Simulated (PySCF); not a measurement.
# How the method changes the shape and vibrations of AlClH3NO

These are calculations, not measurements. They come from PySCF 2.14.0, an open-source quantum chemistry program, on an isolated molecule that a program drew, which may never have been made. The molecule is AlClH3NO (charge 0, singlet), drawn as the SMILES string `[NH2][Al]([OH])[Cl]`.

The geometry was optimised and harmonic frequencies were computed with HF and MP2, all in the cc-pV(D+d)Z basis, for the commonest isotopes, with a restricted reference for singlets and an unrestricted one otherwise, and a frozen core in MP2. Each result is a local minimum of its method.

Geometry at the HF minimum:
```xyz
7
AlClH3NO, angstrom
N     0.9193   -1.1941    0.7496
Al    0.6260   -0.3117   -0.7265
O     1.6625   -0.4902   -2.0331
Cl   -1.0403    0.9777   -0.8505
H     0.3507   -1.1443    1.5728
H     1.6850   -1.8248    0.8921
H     1.6255   -0.0809   -2.8804
```

Lengths of the bonds as drawn, in Å (atoms numbered as above):
| bond | HF | MP2 |
|---|---|---|
| N1-Al2 | 1.745 | 1.757 |
| Al2-O3 | 1.677 | 1.704 |
| Al2-Cl4 | 2.111 | 2.110 |
| N1-H5 | 1.002 | 1.016 |
| N1-H6 | 1.002 | 1.016 |
| O3-H7 | 0.942 | 0.963 |

Rotational constants, in GHz:
```
constant     HF    MP2
       A   6.34  6.256
       B   3.16   3.13
       C  2.109  2.086
```

Harmonic frequencies in cm^-1, each column in rising order, so a row needn't be the same motion in every method:
```
rank    HF   MP2
   1   184   176
   2   219   206
   3   272   251
   4   335   286
   5   389   317
   6   417   380
   7   485   481
   8   602   623
   9   720   685
  10   835   807
  11   977     ?
  12  1668  1543
  13  3788  3623
  14  3875  3725
  15  4235  3943
```

**Estimate the missing MP2 frequency from the HF column.**

A single factor s that minimises the squared misfit of MP2 against s times HF over the other rows is sum(HF x MP2) / sum(HF^2) = 0.9474, with an rms misfit of 36 cm^-1. For rank 11 it gives 0.9474 x 977 = 926 cm^-1. The calculation gives 939 cm^-1, 13 cm^-1 above the estimate. The drawn bonds are on average 1.2 % longer in MP2 than in HF.
